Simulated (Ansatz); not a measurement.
# Worked example: GaH2F + CuI → GaH2I + CuF

Species: GaH2F `[F][GaH2]`, singlet; CuI, singlet; GaH2I `[GaH2][I]`, singlet; CuF (fluorocopper), singlet. The partners trade F for I: Ga–F and Cu–I bonds give way to Ga–I and Cu–F.

Shapes, held fixed at every level: PBE0-D4/def2-TZVP. Programs: Ansatz 0.2.0. The zero-point and thermal change to 298 K, harmonic and unscaled (PBE0-D4/def2-TZVP), is -1.0 kJ/mol.

At wB97X-V/def2-TZVPP; 1 Eh = 2625.50 kJ/mol:

| species | energy (Eh) |
| --- | --- |
| GaH2F | -2025.757478 |
| CuI | -1938.102408 |
| GaH2I | -2223.609989 |
| CuF | -1740.211246 |

**Question.** Work out ΔH(298 K) of the reaction at this level.

**Answer.** 
1. Products less reactants: (-2223.609989) + (-1740.211246) − [(-2025.757478) + (-1938.102408)] = 0.038651 Eh = +101.5 kJ/mol.
2. With the thermal change: +101.5 + (-1.0) = +100.5 kJ/mol.

Other levels give +93.4 (PBE-D4/def2-TZVPP) to +119.8 kJ/mol (HF/def2-TZVPP). No measured value is set beside it here. For atoms past krypton def2 sets carry core potentials with scalar relativity. Relativity is left out for Cu, Ga.
